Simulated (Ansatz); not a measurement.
## Ligand exchange: C2H6Cl2Si + SiH3(CF3) → C2H9ClSi2 + CClF3

Species: C2H6Cl2Si `CC[SiH](Cl)Cl`, singlet; SiH3(CF3), singlet; C2H9ClSi2 `CC[SiH]([SiH3])Cl`, singlet; CClF3 `FC(F)(F)Cl`, singlet. The partners trade Cl for SiH3: Si–Cl and C–SiH3 bonds give way to Si–SiH3 and C–Cl.

Shapes, held fixed at every level: PBE0-D4/def2-TZVP. Flexible molecules stand in one conformer, not always the lowest. Programs: Ansatz 0.2.0. Electronic energies: no zero-point or thermal term.

```tsv
level	kind	ΔE (kJ/mol)	less CCSD(T)/CBS estimate
HF/def2-TZVPP	Hartree–Fock	+159.3	+10.6
B3LYP-D4/def2-TZVPP	global hybrid	+145.2	-3.5
PBE0-D4/def2-TZVPP	global hybrid	+131.7	-17.0
wB97X-V/def2-TZVPP	range-separated hybrid	+143.1	-5.6
MP2/def2-TZVPP	perturbation theory	+151.7	+3.0
CCSD/def2-TZVPP	coupled cluster or CI	+146.3	-2.4
CCSD(T)/CBS estimate	coupled cluster or CI	+148.7	0.0
```

The highest level, CCSD(T)/CBS estimate, gives ΔE = +148.7 kJ/mol; the levels span +131.7 to +159.3. The column of differences is taken from that level and isn't an error. No measured value is set beside it here. The CBS estimate extrapolates MP2 from def2-TZVPP and def2-QZVPP and adds CCSD(T) − MP2 in the triple-zeta set, cores frozen.
